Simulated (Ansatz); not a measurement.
Cost and result for the atomization energy of CH₇ClSiSn (`[CH3][SnH]([SiH3])[Cl]`) (11 atoms, 10 bonds).

Z-matrix (Å, degrees):
```
C
Sn 1 2.134
H 1 1.089 2 109.4
H 1 1.091 2 110.1 3 -120.3
H 1 1.090 2 109.0 3 119.6
Si 2 2.564 1 115.9 3 53.9
Cl 2 2.354 1 104.7 3 -60.8
H 2 1.711 1 111.3 3 -173.2
H 6 1.485 2 109.0 1 -53.7
H 6 1.488 2 109.8 1 65.8
H 6 1.484 2 109.7 1 -174.0
```

Total charge 0; spin multiplicity 1. Correlated methods include outer-core shells of Sn, which these sets cover unevenly. Sn takes the def2 core potential. The structure was optimised at the PBE0-D4/def2-TZVP level. Program: Ansatz. All runs use 4 threads of a server CPU on a shared host. Times are those of one run each, without the atoms' runs, and a repeat can differ threefold. Electronic energies, without spin–orbit coupling; frozen cores. CCSD(T)/CBS adds CCSD(T) − MP2 in def2-TZVPP to the MP2 limit, and its time is that of the two runs behind it. T1 = 0.011. With those shells the extrapolation isn't a true limit. B3LYP takes the VWN-RPA correlation (the form of Gaussian; ORCA's B3LYP/G).

CCSD(T)/CBS is a level of theory with its own doubt, some kJ/mol a heavy atom from the limit and from the frozen cores, so smaller differences don't rank the functionals.

| level | functions | wall time | atomization (kcal/mol) | difference from CCSD(T)/CBS | per bond |
| --- | --- | --- | --- | --- | --- |
| BLYP-D4/def2-TZVPP | 263 | 2.7 s | 783.9 | -17.8 | -1.8 |
| PBE-D4/def2-TZVPP (with forces) | 263 | 3.2 s | 793.9 | -7.8 | -0.8 |
| BHLYP-D4/def2-TZVPP | 263 | 4.4 s | 783.3 | -18.4 | -1.8 |
| CAM-B3LYP-D4/def2-TZVPP | 263 | 6 s | 795.7 | -6.0 | -0.6 |
| r2SCAN-D4/def2-TZVPP (with forces) | 263 | 6.5 s | 796.2 | -5.5 | -0.5 |
| B3LYP-D4/def2-TZVPP (with forces) | 263 | 7 s | 792.7 | -9.0 | -0.9 |
| r2SCANh-D4/def2-TZVPP | 263 | 7.5 s | 793.7 | -8.0 | -0.8 |
| B2PLYP/def2-TZVPP | 263 | 8 s | 782.6 | -19.1 | -1.9 |
| PBE-QIDH/def2-TZVPP | 263 | 8 s | 788.7 | -13.0 | -1.3 |
| CCSD(T)/def2-SVP | 111 | 8 s | 744.9 | -56.8 | -5.7 |
| MP2/def2-QZVPP | 489 | 25 s | 788.5 | -13.2 | -1.3 |
| CCSD(T)/def2-TZVPP | 263 | 4.6 min | 779.9 | -21.8 | -2.2 |
| CCSD(T)/CBS(def2) | – | 5 min | 801.7 | 0.0 | 0.0 |

At CCSD(T), def2-SVP lies −56.8 kcal/mol from the extrapolated value and def2-TZVPP −21.8 kcal/mol: correlation converges slowly with the basis, and small sets miss more of it in the bonded molecule than in its fragments. Leaving LDA and LC-ωPBE aside and taking each functional with its dispersion term where it has one, the values, not all of them listed here, spread over 25.9 kcal/mol, from revPBE-D4 to B97M-V. LDA lies +99.7 kcal/mol from PBE without D4, its usual overbinding. From r2SCAN to r2SCAN0 (25 % exact exchange), in def2-TZVPP and without D4, the atomization energy moves by −6.2 kcal/mol: exact exchange takes away binding that semilocal exchange gives to molecules.

Spin–orbit coupling would lower the free Sn atoms strongly, and the atomization energy with them, by more than many differences here. For some Ge, Se and Sn compounds the MP2-based and the directly extrapolated limit differ by 10 to 25 kJ/mol.
